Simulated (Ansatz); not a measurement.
`O[SiH](O)[O][GeH3]` + `C[SiH2]O` → `C[SiH2][O][GeH3]` + `O[SiH](O)O`  (ligand exchange at a Ge–O bond)

Computed with Ansatz on PBE0-D4/def2-TZVP structures; ΔE is electronic, products minus reactants. CCSD(T)/CBS adds triple-zeta CCSD(T) − MP2 to the extrapolated MP2 energy (def2 sets, frozen cores). This one scheme is used for every species. Functionals use def2-TZVPP. For Ge outer-core shells are correlated without core-valence functions, which leaves a few kJ/mol of doubt a bond. Scalar relativity is left out up to krypton. One conformer a species, not always the lowest.

`O[SiH](O)[O][GeH3]`:

```xyz
11

O    -0.284    1.139   -1.664
Si    0.132    1.155   -0.085
O    -0.797    2.262    0.683
O    -0.094   -0.273    0.661
Ge    0.348   -1.949    0.258
H    -1.212    1.247   -1.875
H     1.565    1.508   -0.068
H    -1.030    2.068    1.592
H     1.763   -1.958   -0.342
H     0.293   -2.714    1.586
H    -0.684   -2.486   -0.745
```

`C[SiH2]O`:

Cartesian coordinates in Å:
```
C -0.698 -0.823 0.461
Si 0.075 0.594 -0.471
O 1.487 1.109 0.214
H -1.651 -1.102 0.002
H -0.888 -0.549 1.501
H -0.054 -1.706 0.452
H -0.816 1.780 -0.450
H 0.304 0.174 -1.884
H 2.242 0.521 0.174
```

`C[SiH2][O][GeH3]`:

```xyz
12

C     1.765   -0.172    1.381
Si    0.825    0.146   -0.189
O    -0.769   -0.115    0.085
Ge   -2.224   -0.006   -0.924
H     1.427    0.495    2.177
H     2.834   -0.004    1.225
H     1.626   -1.203    1.714
H     1.308   -0.755   -1.277
H     1.038    1.551   -0.648
H    -3.391   -0.389   -0.007
H    -2.082   -0.989   -2.099
H    -2.358    1.439   -1.436
```

`O[SiH](O)O`:

Z-matrix (Å, degrees):
```
Si
O 1 1.641
O 1 1.633 2 105.0
O 1 1.630 2 114.4 3 -119.5
H 1 1.476 2 110.6 3 122.9
H 2 0.958 1 117.9 3 -173.6
H 3 0.958 1 116.6 2 25.4
H 4 0.959 1 117.6 2 72.3
```

```json
{"level": "r2SCAN-D4", "ΔE (kJ/mol)": "-1.4"}
{"level": "CCSD/CBS(def2)", "ΔE (kJ/mol)": "-1.4"}
```

(1) What does CCSD(T)/CBS give? (Estimate.)

Largest T1 diagnostic among the species: 0.012.

## Answers

(1) Computed: -1.3 kJ/mol. The listed levels differ from it by -0.1, -0.1 kJ/mol.
